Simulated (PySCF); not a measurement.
BrCl2ISi.
Numbering: `[Cl:1][Si:2]([Cl:3])([Br:4])[I:5]`

Cartesian coordinates in Å at the PBE0-D3(BJ)/def2-SVP level; atoms count from 1:
```xyz
5
BrCl2ISi angstrom
Cl    -1.0042   -1.2795    1.6897
Si    -0.4155   -0.3037   -0.0079
Cl    -1.2585   -1.2337   -1.6197
Br    -1.1305    1.7751    0.0610
I      1.9972   -0.3566   -0.1907
```

Theory: PBE0-D3(BJ)/def2-SVP geometry optimisation, gas phase, def2 core potentials past Kr (PySCF 2.14.0).

Masses are those of the commonest isotopes; rigid-rotor values at the optimised geometry. 

(1) What are A, B and C (MHz)?

(2) What kind of rotor is it?

(3) Is it planar, by Δ = Ic − Ia − Ib?

(4) Which types of transition are allowed, and where do some lines up to J = 5 fall?

(5) Estimate the classical rotational partition function at 100 K, 200 K and 298.15 K.

## Answers

(1) Ia = 512.50, Ib = 938.29, Ic = 1065.48 u·Å²; 505379 MHz·u·Å²/I gives A = 986.1, B = 538.6, C = 474.3 MHz.

(2) An asymmetric top: κ = (2 × 538.6 − 986.1 − 474.3)/(986.1 − 474.3) = -0.75.

(3) Not planar: Δ = Ic − Ia − Ib = -385.31 u·Å². For a rigid frame Δ = −2 Σ m c², so Σ m c² = 192.66 u·Å² lies off the ab plane. The atom farthest from that plane is 1.67 Å away.

(4) The dipole components are |μa| = 0.34 D, |μb| = 0.31 D, |μc| = 0.00 D; the mirror of this Cs structure is the ab plane, so μc vanishes by symmetry (the 0.01 D computed is a residue) and there are no c-type lines. The squared components, which scale the intensities, stand as 1.00 : 0.81 (a : b). Some lines, for components of 0.1 D or more:

```csv
type,branch,"J(Ka,Kc)",MHz,lower level (cm⁻¹)
b,Q,"2(1,1) ← 2(0,2)",583,0.101
a,Q,"4(1,3) ← 4(1,4)",640,0.343
b,Q,"5(1,4) ← 5(0,5)",1117,0.500
b,Q,"4(2,2) ← 4(1,3)",1223,0.364
b,R,"1(1,1) ← 0(0,0)",1460,0.000
b,R,"4(2,2) ← 3(3,1)",1737,0.347
b,R,"5(3,2) ← 4(4,1)",1747,0.594
b,Q,"4(2,3) ← 4(1,4)",1771,0.343
b,R,"2(1,2) ← 1(0,1)",2409,0.034
b,R,"4(1,3) ← 3(2,2)",2916,0.267
a,R,"3(0,3) ← 2(0,2)",3013,0.101
b,Q,"4(4,0) ← 4(3,1)",3344,0.482
b,R,"2(2,0) ← 1(1,1)",3503,0.049
a,R,"4(0,4) ← 3(0,3)",3991,0.202
a,R,"4(2,3) ← 3(2,2)",4047,0.267
a,R,"4(1,3) ← 3(1,2)",4166,0.225
b,R,"5(0,5) ← 4(1,4)",4716,0.343
a,R,"5(4,2) ← 4(4,1)",5079,0.594
a,R,"5(4,1) ← 4(4,0)",5079,0.594
a,R,"5(3,3) ← 4(3,2)",5083,0.482
a,R,"5(2,3) ← 4(2,2)",5163,0.405
b,R,"4(2,3) ← 3(1,2)",5297,0.225
b,R,"3(3,1) ← 2(2,0)",5434,0.166
b,R,"4(3,1) ← 3(2,2)",6468,0.267
b,R,"4(4,0) ← 3(3,1)",7410,0.347
b,R,"5(4,2) ← 4(3,1)",8423,0.482
```

(5) Point group Cs, symmetry number σ = 1; q = (√π/σ)·√((kT/h)³/(ABC)), k/h = 20836.6 MHz/K: 336000 at 100 K, 950000 at 200 K, 1730000 at 298.15 K.

No PBE0-D3(BJ)/def2-SVP frequencies stand behind this structure, so it isn't proved a minimum. Constants of a rigid frame at the computed geometry: no zero-point averaging, no centrifugal distortion. Quadrupole hyperfine structure (35Cl, 79Br, 127I) is left out.
